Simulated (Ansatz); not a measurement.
`NC[SiH2]S[SiH3]` + `[NH2][Al]([NH2])[OH]` → `[NH2][Al]([NH2])[O][SiH3]` + `NC[SiH2]S`  (ligand exchange at the Si–S bond)

Program: Ansatz. Geometries: PBE0-D4/def2-TZVP. ΔE: electronic, gas phase. CCSD(T)/CBS adds triple-zeta CCSD(T) − MP2 to the extrapolated MP2 energy (def2 sets, frozen cores). This one scheme is used for every species. Each species was taken in one conformer, which may not be the lowest.

```json
{"species": "`NC[SiH2]S[SiH3]`", "CCSD(T)/CBS(def2) energy (Eh)": "-1074.14472"}
{"species": "`[NH2][Al]([NH2])[OH]`", "CCSD(T)/CBS(def2) energy (Eh)": "-429.75083"}
{"species": "`[NH2][Al]([NH2])[O][SiH3]`", "CCSD(T)/CBS(def2) energy (Eh)": "-720.07383"}
{"species": "`NC[SiH2]S`", "CCSD(T)/CBS(def2) energy (Eh)": "-783.84080"}
```

Work out ΔE.

ΔE = (-720.07383) + (-783.84080) − (-1074.14472) − (-429.75083) = -0.01908 Eh = -50.1 kJ/mol.

Largest T1 diagnostic among the species: 0.011.

The D4 term adds +8.8 kJ/mol with B3LYP and +4.7 kJ/mol with PBE0; it sums over pairs of atoms, weighted by their polarisabilities, and B3LYP, whose exchange is more repulsive, gets the larger term. From PBE to PBE0 (25 % exact exchange), in def2-TZVPP and without D4, ΔE moves by −6.7 kJ/mol. In def2-TZVPP, CCSD(T) changes the Hartree–Fock value by +29.5 kJ/mol (the triples alone add +5.8 kJ/mol) and MP2 by +33.9 kJ/mol.

B3LYP here is the variant with VWN-RPA as its local correlation; programs differ in this.
